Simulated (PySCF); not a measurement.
Results of a calculation; reference values are marked as such.
**AlSiH8N4O2(-)**

The system: AlSiH8N4O2(-), a molecule drawn as a unit of a network glass or zeolite (built as: Al Si, NH2 ends, O bridges); charge -1, singlet. The structure, one conformer, was relaxed in the gas phase by PBE0-D3(BJ)/def2-SVP. No frequency run checks that it is a minimum.

SMILES: [NH2][Al-]1([NH2])[O][Si](N)(N)[O]1

```tsv
atom	x (Å)	y (Å)	z (Å)
N1	-2.352	-0.257	1.272
Si2	-1.205	0.035	-0.020
N3	-2.260	0.405	-1.369
O4	-0.148	-1.231	-0.124
Al5	1.254	-0.043	0.028
N6	2.290	0.028	1.542
N7	2.339	-0.181	-1.446
O8	-0.073	1.229	0.136
H9	-2.906	0.553	1.532
H10	-1.910	-0.634	2.106
H11	-1.749	0.752	-2.176
H12	-2.855	-0.364	-1.663
H13	2.871	-0.776	1.766
H14	1.825	0.320	2.397
H15	2.978	0.586	-1.639
H16	1.891	-0.435	-2.322
```

Shieldings: GIAO PBE0/aug-pcSseg-1.  Core levels by delta-SCF with SCAN, aug-pcX-2 on the ionised atom and aug-pcseg-1 elsewhere, spin-free X2C (2p3/2 is the spin-free 2p value less a third of a first-order spin-orbit splitting); from the vacuum level, for chosen atoms.

Give the shieldings and core levels atom by atom.


```json
{"atoms": "N1 N3", "bonded to": "1 Si + 2 H", "σ (ppm)": "231.2", "δ (ppm)": "-", "core level (eV)": "1s 400.45"}
{"atoms": "Si2", "bonded to": "2 N + 2 O", "σ (ppm)": "386.5", "δ (ppm)": "-", "core level (eV)": "2p3/2 102.49"}
{"atoms": "O4 O8", "bonded to": "1 Al + 1 Si", "σ (ppm)": "206.7", "δ (ppm)": "-", "core level (eV)": "1s 531.37"}
{"atoms": "Al5", "bonded to": "2 N + 2 O", "σ (ppm)": "464.7", "δ (ppm)": "-", "core level (eV)": "2p3/2 74.45"}
{"atoms": "N6 N7", "bonded to": "1 Al + 2 H", "σ (ppm)": "255.5", "δ (ppm)": "-", "core level (eV)": "1s 399.26"}
{"atoms": "H9 H12", "bonded to": "1 N", "σ (ppm)": "31.42", "δ (ppm)": "-", "core level (eV)": "-"}
{"atoms": "H10 H11", "bonded to": "1 N", "σ (ppm)": "31.44", "δ (ppm)": "-", "core level (eV)": "-"}
{"atoms": "H13 H15", "bonded to": "1 N", "σ (ppm)": "32.60", "δ (ppm)": "-", "core level (eV)": "-"}
{"atoms": "H14 H16", "bonded to": "1 N", "σ (ppm)": "32.62", "δ (ppm)": "-", "core level (eV)": "-"}
```

Values are those of this one static structure; atoms that internal rotation interchanges would show their mean in an NMR spectrum.

Which of N1, N6 holds its core electrons tightest, and by how much against the loosest?

N1 (bonded to 1 Si + 2 H), by 1.19 eV over N6 (bonded to 1 Al + 2 H).

By CAM-B3LYP/def2-SVPD (TDDFT singlets, Tamm-Dancoff triplets, ionisation by delta-SCF), where does absorption start, and what does vertical ionisation take?

The lowest singlet lies at 5.17 eV (f 0.068), the strongest of the first 6 at 6.34 eV (f 0.070), the lowest triplet at 4.92 eV; vertical ionisation takes 4.73 eV.

Excited states of gas-phase anions may lie above the detachment limit and hang on the basis.
